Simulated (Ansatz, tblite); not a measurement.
Cost and result up the ladder for Al3P4⁻ (7 atoms). Total charge -1; singlet. Geometry: r2SCAN-D4/def2-SVPD.

Cartesian coordinates in Å:
```
Al -1.029 -0.929 0.872
Al -0.067 0.676 -1.489
Al 1.383 0.077 0.617
P 2.193 0.665 -1.447
P 0.796 -1.671 1.979
P -1.085 1.383 0.498
P -2.191 -0.201 -1.030
```

Ansatz on 4 threads of Arm Neoverse N1 on a shared host; xTB runs through tblite on one thread. Times are rough, summed over both states, and most runs start from the orbitals of an earlier one. No level here is sound enough to serve as a yardstick. The other state is a doublet.

The xTB rows come from tblite. Correlated methods freeze 35 core orbitals. The rows differ in basis, and correlated rows in double-zeta sets carry the largest basis error. The structure comes from a short search, and lower isomers may exist.

Run but left out: HF/def2-SVPD, MP2/def2-SVPD (neutral doublet: ⟨S²⟩ 1.30, where a pure state has 0.75).

Correlated methods converge slowly with the basis, most of all in double-zeta sets.

Raw xTB energies of ions are shifted by several eV.

```csv
level,functions,vertical IE (eV),remarks
CCSD(T)/def2-SVPD,168,2.87,"large T1 (0.031) (-1 singlet), large T1 (0.050) (doublet), spin-contaminated (⟨S²⟩ 1.30) (doublet)"
r2SCAN-D4/def2-TZVPD,301,2.86,spin-contaminated (⟨S²⟩ 0.89) (doublet)
GFN1-xTB,63,6.17,–
PBE-D4/def2-TZVPD,301,2.83,–
GFN2-xTB,63,7.22,–
PBE0-D4/def2-TZVPD (with forces),301,2.93,spin-contaminated (⟨S²⟩ 0.87) (doublet)
```

(1) Estimate how long each takes.

Results:

(1) GFN1-xTB 0.04 s; GFN2-xTB 0.05 s; PBE-D4/def2-TZVPD 32 s; PBE0-D4/def2-TZVPD (with forces) 82 s; r2SCAN-D4/def2-TZVPD 82 s; CCSD(T)/def2-SVPD 2.9 min. On shared hardware such times vary by a factor of up to 3.
